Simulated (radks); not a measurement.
Results of a calculation; reference values are marked as such.
Spherical jellium clusters: N electrons in a uniform positive sphere of charge N and radius rs N^(1/3), rs = 4.99 bohr. Level of theory: non-relativistic Kohn-Sham, LDA (Slater exchange, Perdew-Wang correlation), spin-polarised, spherical densities (a radial shooting solver with Libxc functionals). Levels are named by radial order and angular momentum (1s, 1p, 1d, 2s, ...), and open shells are averaged over m.

N = 12, configuration 1s2 1p6 1d(up 4, down 0). This is the lowest configuration that the search found. Occupied and some empty levels:

level,occupation,eigenvalue (eV),<r> (bohr)
1s up,1,-3.8811,7.429
1s down,1,-3.6222,7.101
1p up,3,-3.2439,8.648
1p down,3,-2.9238,8.586
1d up,4,-2.4111,9.615
1d down,0,-2.0793,9.710
2s up,0,-1.9188,8.261
2s down,0,-1.7665,8.484
1f up,0,-1.4449,10.58
1f down,0,-1.1335,10.83
2p up,0,-0.97085,10.78
2p down,0,-0.81595,11.12

Energy (eV): total -21.1921, kinetic 14.620, external -407.55, Hartree 202.25, exchange-correlation -36.312, background 205.80.
